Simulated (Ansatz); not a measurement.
Input for Ansatz (a quantum-chemistry and plane-wave program): R-wB97M-V/def2-TZVPP on BFH2Se2 (SMILES FB([SeH])[SeH]), a point of a torsion scan.

Ansatz 0.2 input:
```yaml
crystal:
  periodic: [false, false, false]
  atoms:
    - {symbol: F, position_ang: [0.37057947, 2.02390718, 0.22996216]}
    - {symbol: B, position_ang: [0.15762095, 0.73528800, 0.05763196]}
    - {symbol: Se, position_ang: [-1.65053814, 0.23652581, -0.42591968]}
    - {symbol: Se, position_ang: [1.72901596, -0.37780836, 0.07279612]}
    - {symbol: H, position_ang: [-1.58151901, -1.15228106, -0.03314866]}
    - {symbol: H, position_ang: [1.08559560, -1.63153978, -0.24738560]}
basis:
  gaussian:
    orbitals: def2-TZVPP
hamiltonian:
  xc: {name: wB97M-V}
scf: {lower_state_search: off}
```

### Question
Predict the final total energy.

### Answer
-4928.8510 hartree.

### Question
How many basis functions does it have, and what does it roughly cost on one machine?

### Answer
186 functions; around 9 core-seconds (rough).
